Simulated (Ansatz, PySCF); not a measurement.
Reaction (SMILES): N=C=O → N=C=O as triplet, charge 0
Geometries: B3LYP-D3(BJ)/def2-TZVP minima from Ansatz (a quantum-chemistry and plane-wave program). A spin state is the lowest found, not a proven ground state.
Geometry of the first species:
```
C
O 1 1.1640
N 1 1.2097 2 172.93
H 3 1.0049 1 125.93 2 -180.00
```
Charge 0, spin multiplicity 1.

Quantity: adiabatic triplet-singlet gap (0 K, with B3LYP-D3(BJ) harmonic zero-point energies from PySCF), in kcal/mol. Cores are frozen in the correlated levels unless marked. UHF or UKS for open shells. No spin-orbit coupling. Non-relativistic. CBS marks a two-point X^-3 extrapolation of the correlation energy; Hartree-Fock from the larger set.

```csv
level,program,adiabatic triplet-singlet gap (kcal/mol)
HF-D3(BJ)/def2-TZVPD,PySCF + dftd3,62.4
HF-D4/def2-TZVPD,PySCF + dftd4,62.5
r2SCAN-D4/def2-TZVPD,Ansatz + dftd4,…
PBE0/def2-QZVPP,Ansatz,83.0
PW6B95-D3(BJ)/def2-TZVPD,PySCF + dftd3,85.3
LC-wPBE/def2-TZVPD,Ansatz,83.4
SCS-MP2/STO-3G,Ansatz,73.3
CCSD/6-31G*,Ansatz,…
"CCSD(T)/CBS(cc-pVTZ,cc-pVQZ)",Ansatz,…
```

Question: What belongs in the gaps?

Answer: 
- r2SCAN-D4/def2-TZVPD, adiabatic triplet-singlet gap (kcal/mol): 81.0
- CCSD/6-31G*, adiabatic triplet-singlet gap (kcal/mol): 78.6
- CCSD(T)/CBS(cc-pVTZ,cc-pVQZ), adiabatic triplet-singlet gap (kcal/mol): 86.3
